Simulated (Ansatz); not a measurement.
Nudged elastic band run: CH3ClFNSiZn

Input file:

```yaml
crystal:
  periodic: [false, false, false]
  atoms:
    - { symbol: "N", position_ang: [0.484444, -1.271186, -0.519637] }
    - { symbol: C, position_ang: [0.282606, -0.311229, 0.417668] }
    - { symbol: Zn, position_ang: [1.359383, 1.600609, 0.343901] }
    - { symbol: Si, position_ang: [-1.516347, 0.485403, 0.375929] }
    - { symbol: F, position_ang: [-1.507004, 0.738287, -1.269961] }
    - { symbol: Cl, position_ang: [-0.911803, 2.507248, 1.060231] }
    - { symbol: H, position_ang: [1.092548, -2.064486, -0.369646] }
    - { symbol: H, position_ang: [0.186018, -1.091875, -1.471657] }
    - { symbol: H, position_ang: [0.618655, -0.639172, 1.415972] }
basis:
  gaussian: { orbitals: def2-SVP }
hamiltonian:
  xc: pbe0
  dispersion: d4
neb:
  order_check: false
  images: 7
  f_tol: 0.5
  max_iterations: 60
  final_atoms:
    - { symbol: "N", position_ang: [0.48335386, -1.26335608, -0.52396054] }
    - { symbol: C, position_ang: [0.28600401, -0.31270627, 0.423206] }
    - { symbol: Zn, position_ang: [1.36800602, 1.60019675, 0.36147118] }
    - { symbol: Si, position_ang: [-1.51282399, 0.48383585, 0.38287454] }
    - { symbol: F, position_ang: [-1.50596882, 0.7181158, -1.26712207] }
    - { symbol: Cl, position_ang: [-0.91447916, 2.51472414, 1.04283871] }
    - { symbol: H, position_ang: [0.17244444, -1.07691146, -1.47066199] }
    - { symbol: H, position_ang: [1.08704466, -2.06196681, -0.38385965] }
    - { symbol: H, position_ang: [0.62491898, -0.64833292, 1.41801382] }
  initial_path:
    images:
      - { positions_ang: [[0.484444, -1.271186, -0.519637], [0.282606, -0.311229, 0.417668], [1.359383, 1.600609, 0.343901], [-1.516347, 0.485403, 0.375929], [-1.507004, 0.738287, -1.269961], [-0.911803, 2.507248, 1.060231], [1.092548, -2.064486, -0.369646], [0.186018, -1.091875, -1.471657], [0.618655, -0.639172, 1.415972]] }
      - { positions_ang: [[0.47612656, -1.34352849, -0.52094932], [0.32622485, -0.30408751, 0.36883813], [1.29443712, 1.63789036, 0.39751988], [-1.40247505, 0.53494026, 0.28533567], [-1.44234644, 0.86288122, -1.34727861], [-0.97283626, 2.45689278, 1.13177942], [1.15100972, -1.97153118, -0.52933368], [0.03230044, -1.32303497, -1.1998148], [0.62605906, -0.59682347, 1.39670331]] }
      - { positions_ang: [[0.46780912, -1.41587098, -0.52226164], [0.3698437, -0.29694602, 0.32000826], [1.22949123, 1.67517172, 0.45113875], [-1.2886031, 0.58447753, 0.19474235], [-1.37768888, 0.98747544, -1.42459623], [-1.03386952, 2.40653756, 1.20332784], [1.20947145, -1.87857635, -0.68902135], [-0.12141713, -1.55419495, -0.9279726], [0.63346313, -0.55447494, 1.37743462]] }
      - { positions_ang: [[0.45949168, -1.48821348, -0.52357397], [0.41346255, -0.28980453, 0.27117839], [1.16454535, 1.71245308, 0.50475763], [-1.17473115, 0.63401479, 0.10414902], [-1.31303132, 1.11206965, -1.50191384], [-1.09490278, 2.35618234, 1.27487626], [1.26793317, -1.78562153, -0.84870903], [-0.27513469, -1.78535492, -0.65613039], [0.64086719, -0.51212641, 1.35816593]] }
      - { positions_ang: [[0.45117424, -1.56055597, -0.52488629], [0.45708139, -0.28266304, 0.22234852], [1.09959947, 1.74973444, 0.55837651], [-1.0608592, 0.68355206, 0.01355569], [-1.24837375, 1.23666387, -1.57923146], [-1.15593604, 2.30582712, 1.34642469], [1.3263949, -1.6926667, -1.00839671], [-0.42885225, -2.0165149, -0.38428819], [0.64827125, -0.46977788, 1.33889724]] }
      - { positions_ang: [[0.45921914, -1.486256, -0.52465485], [0.41431205, -0.29017385, 0.27256289], [1.1667011, 1.71235002, 0.50915017], [-1.1738504, 0.633623, 0.10588541], [-1.31277252, 1.10702685, -1.50120411], [-1.09557182, 2.35805137, 1.27052819], [1.03790728, -1.53872789, -1.12396303], [-0.04987802, -2.02787788, -0.38418105], [0.64243318, -0.51441664, 1.35867639]] }
      - { positions_ang: [[0.46726405, -1.41195602, -0.52442342], [0.3715427, -0.29768466, 0.32277726], [1.23380274, 1.6749656, 0.45992384], [-1.28684159, 0.58369395, 0.19821512], [-1.37717129, 0.97738984, -1.42317676], [-1.0352076, 2.41027563, 1.1946317], [0.74941967, -1.38478908, -1.23952935], [0.32909621, -2.03924085, -0.38407392], [0.63659511, -0.5590554, 1.37845553]] }
      - { positions_ang: [[0.47530895, -1.33765605, -0.52419198], [0.32877336, -0.30519547, 0.37299163], [1.30090438, 1.63758117, 0.41069751], [-1.39983279, 0.5337649, 0.29054483], [-1.44157005, 0.84775282, -1.34514942], [-0.97484338, 2.46249989, 1.1187352], [0.46093205, -1.23085027, -1.35509567], [0.70807043, -2.05060383, -0.38396678], [0.63075705, -0.60369416, 1.39823468]] }
      - { positions_ang: [[0.48335386, -1.26335608, -0.52396054], [0.28600401, -0.31270627, 0.423206], [1.36800602, 1.60019675, 0.36147118], [-1.51282399, 0.48383585, 0.38287454], [-1.50596882, 0.7181158, -1.26712207], [-0.91447916, 2.51472414, 1.04283871], [0.17244444, -1.07691146, -1.47066199], [1.08704466, -2.06196681, -0.38385965], [0.62491898, -0.64833292, 1.41801382]] }
```

Command:

```bash
$ ansatz run input.yaml --threads 2 --pin off --max-ram 3072MiB --backend cpu --events-out ev --progress --plain --runs-dir out
```

Output, in part (warnings, iteration lines, the closing report on the highest movable image, with atoms numbered from 0):

```
NEB end point (image 0): max|allowed force component| = 1.314e-2 eV/Å (the criterion of neb.relax_end_points is 1.000e-1)
NEB end point (image 8): max|allowed force component| = 1.392e-2 eV/Å (the criterion of neb.relax_end_points is 1.000e-1)
NEB iter   1: max|band force component| = 5.601e1 eV/Å  barrier→ = 10.3529 eV  barrier← = 10.3528 eV  Δτ_max = 0.1991 Å  (291 SCF iters)
NEB iter   2: max|band force component| = 8.453e0 eV/Å  barrier→ = 1.4715 eV  barrier← = 1.4714 eV  Δτ_max = 0.2000 Å  (284 SCF iters)
NEB iter   3: max|band force component| = 3.854e0 eV/Å  barrier→ = 0.9386 eV  barrier← = 0.9385 eV  Δτ_max = 0.1649 Å  (238 SCF iters)
NEB iter   4: max|band force component| = 9.598e-1 eV/Å  barrier→ = 0.7660 eV  barrier← = 0.7659 eV  Δτ_max = 0.1677 Å  (236 SCF iters)
NEB iter   5: max|band force component| = 7.699e-1 eV/Å  barrier→ = 0.6931 eV  barrier← = 0.6930 eV  Δτ_max = 0.0984 Å  (240 SCF iters)
NEB iter   6: max|band force component| = 8.177e-1 eV/Å  barrier→ = 0.6452 eV  barrier← = 0.6451 eV  Δτ_max = 0.0380 Å  (241 SCF iters)
NEB iter   7: max|band force component| = 5.518e-1 eV/Å  barrier→ = 0.6296 eV  barrier← = 0.6295 eV  Δτ_max = 0.0495 Å  (249 SCF iters)
NEB iter   8: max|band force component| = 1.323e-1 eV/Å  barrier→ = 0.6211 eV  barrier← = 0.6210 eV  CI = image 4  Δτ_max = 0.0000 Å  (472 SCF iters)
Total energy: -74076.71057230 eV, -2722.2689025343 hartree
Atom 0 at     0.478807    -1.316512    -0.702276 Å, force     0.050530     0.050043     0.079699 eV/Å
Atom 1 at     0.221892    -0.275454     0.261135 Å, force     0.051102     0.024122     0.045826 eV/Å
Atom 2 at     1.137809     1.521540     0.202563 Å, force    -0.077527    -0.049876    -0.043496 eV/Å
Atom 3 at    -1.500500     0.577527     0.067772 Å, force    -0.049950    -0.068026    -0.032034 eV/Å
Atom 4 at    -1.248851     1.362282    -1.373982 Å, force     0.039380     0.022197     0.016301 eV/Å
Atom 5 at    -0.797797     2.383803     1.316794 Å, force     0.025757     0.041528     0.029101 eV/Å
Atom 6 at     1.456932    -1.599029    -0.665087 Å, force    -0.047692    -0.045647    -0.011271 eV/Å
Atom 7 at    -0.056115    -2.151159    -0.456904 Å, force     0.004660     0.012435    -0.043288 eV/Å
Atom 8 at     0.396323    -0.549398     1.332784 Å, force     0.003740     0.013223    -0.040837 eV/Å
Dipole moment:     0.840189    -0.214201     0.246204 e Å
```

It converged. The threshold of 0.5 eV/Å is loose, so the images may lie well off the minimum-energy path. The order of the stationary point at the top wasn't checked.

Final band (atoms are numbered from 1 in the order of the input):

```tsv
image	path coordinate (Å)	energy (eV)	height of N1 over the plane of its neighbours (Å)
0	0.00	0.00	-0.08
1	0.62	0.02	-0.11
2	1.23	0.19	0.00
3	1.85	0.50	0.32
4	2.47	0.62	0.39
5	3.09	0.55	0.34
6	3.70	0.25	0.15
7	4.32	0.03	0.07
8	4.94	0.00	0.07
```

The run took 2.9 min on 2 threads of Intel(R) Xeon(R) 6975P-C (Granite Rapids) (shared host), peak memory 0.36 GiB.
